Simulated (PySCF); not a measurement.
# Frontier orbitals and the lowest excitations

Compound: C2H7NOSi.
Z-matrix (Å and degrees, GFN2-xTB geometry), rows numbered from 1:
```
C 
O   1  1.4126
C   2  1.3381  1  118.95
N   3  1.2422  2  131.64  1     0.03
Si  4  1.7067  3  146.85  2     0.28
H   1  1.0924  2  110.80  3    60.77
H   1  1.0925  2  110.84  3   -60.39
H   1  1.0884  2  106.09  3  -179.83
H   3  1.0940  2  108.06  1  -179.97
H   5  1.4747  4  120.16  3    -1.29
H   5  1.4607  4  103.09  3  -121.88
H   5  1.4609  4  103.20  3   119.37
```

Level of theory: TDDFT CAM-B3LYP/def2-SVPD, vertical, gas phase, core orbitals frozen in the response (PySCF).

Frontier orbitals with the atoms that hold most of them (Löwdin shares over 4%, at most four atoms; ? is withheld):

```tsv
orbital	ε (eV)	atoms
HOMO-3	-11.44	Si5 28%, H12 16%, O2 16%, H11 16%
HOMO-2	-11.06	Si5 31%, H10 16%, H11 10%, N4 10%
HOMO-1	-9.39	N4 31%, O2 28%, C3 12%, Si5 10%
HOMO	-8.69	?
LUMO	1.06	?
LUMO+1	1.19	C3 35%, N4 27%, O2 15%, Si5 8%
LUMO+2	1.63	Si5 50%, H10 17%, H12 11%, H11 10%
```

Problem. Give the leading atoms of the LUMO.

Solution. Si5 (bonded to N and 3 H) 28%; C1 (bonded to O and 3 H) 19%; C3 (bonded to N, O and H) 11%; H7 (bonded to C) 7%. By element: carbon 30%, silicon 28%, hydrogen 7% or more.

Problem. Which atoms hold the HOMO, and with what shares?

Solution. N4 (bonded to C and Si) 55%; Si5 (bonded to N and 3 H) 12%; C3 (bonded to N, O and H) 11%; H10 (bonded to Si) 8%.

Problem. How does S1 compare with the orbital gap of 9.75 eV?

Solution. S1 is at 5.32 eV (f = 0.0027), 4.44 eV below the gap, made of HOMO→LUMO+1 (96%). Its leading pair isn't HOMO and LUMO; the energies of that pair differ by 9.87 eV. 

Problem. Give energy, strength and leading configuration of S1, S2 and S4, and follow the Löwdin shares of the leading atoms from the occupied to the empty orbital.

Solution. 
- S1 (5.32 eV, f 0.0027), HOMO→LUMO+1 (96%): N4 55% → 27%, Si5 12% → 8%, C3 11% → 35%
- S2 (6.70 eV, f 0.0066), HOMO→LUMO (76%): N4 55% → at most 8%, Si5 12% → 28%, C1 at most 8% → 19%
- S4 (7.43 eV, f 0.0039), HOMO-1→LUMO (78%): N4 31% → at most 8%, O2 28% → at most 8%, Si5 10% → 28%, C1 at most 10% → 19%

The run took 35 s on an Arm Neoverse N1 with one thread, no GPU (shared host), and the process peaked at 0.72 GiB of memory.

One conformer stands for the species.
